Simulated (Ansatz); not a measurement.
`F[SiH2][O][GeH3]` at its PBE0-D4/def2-TZVP geometry, where that method's forces vanish. Charge 0, multiplicity 1.

| atom | x (Å) | y (Å) | z (Å) |
| --- | --- | --- | --- |
| F1 | -1.582 | -0.026 | -1.788 |
| Si2 | -1.015 | -0.983 | -0.640 |
| O3 | -0.386 | -0.107 | 0.561 |
| Ge4 | 1.015 | 0.975 | 0.769 |
| H5 | -2.152 | -1.762 | -0.108 |
| H6 | 0.016 | -1.832 | -1.285 |
| H7 | 2.106 | 0.539 | -0.222 |
| H8 | 1.460 | 0.792 | 2.224 |
| H9 | 0.538 | 2.405 | 0.490 |

(1) For each bond, give half the difference of the two atoms' forces along it (eV/Å; positive pushes the atoms apart) under PBE-D4, r2SCAN-D4, B3LYP-D4, ωB97M-V in def2-TZVPP. (Best estimate.)

Answers

(1) Computed: 
```json
{"bond": "F1–Si2", "length (Å)": "1.598", "PBE-D4": "0.46", "r2SCAN-D4": "0.03", "B3LYP-D4": "0.21", "ωB97M-V": "0.18"}
{"bond": "Si2–O3", "length (Å)": "1.614", "PBE-D4": "0.23", "r2SCAN-D4": "0.06", "B3LYP-D4": "0.04", "ωB97M-V": "0.08"}
{"bond": "Si2–H5", "length (Å)": "1.477", "PBE-D4": "-0.01", "r2SCAN-D4": "-0.03", "B3LYP-D4": "-0.15", "ωB97M-V": "-0.20"}
{"bond": "Si2–H6", "length (Å)": "1.483", "PBE-D4": "-0.05", "r2SCAN-D4": "-0.04", "B3LYP-D4": "-0.11", "ωB97M-V": "-0.16"}
{"bond": "O3–Ge4", "length (Å)": "1.783", "PBE-D4": "0.25", "r2SCAN-D4": "0.04", "B3LYP-D4": "0.21", "ωB97M-V": "0.11"}
{"bond": "Ge4–H7", "length (Å)": "1.537", "PBE-D4": "0.02", "r2SCAN-D4": "-0.05", "B3LYP-D4": "-0.03", "ωB97M-V": "-0.08"}
{"bond": "Ge4–H8", "length (Å)": "1.532", "PBE-D4": "0.04", "r2SCAN-D4": "-0.04", "B3LYP-D4": "-0.05", "ωB97M-V": "-0.10"}
{"bond": "Ge4–H9", "length (Å)": "1.533", "PBE-D4": "0.04", "r2SCAN-D4": "-0.04", "B3LYP-D4": "-0.04", "ωB97M-V": "-0.09"}
```

B3LYP here is the variant with VWN-RPA as its local correlation; programs differ in this.
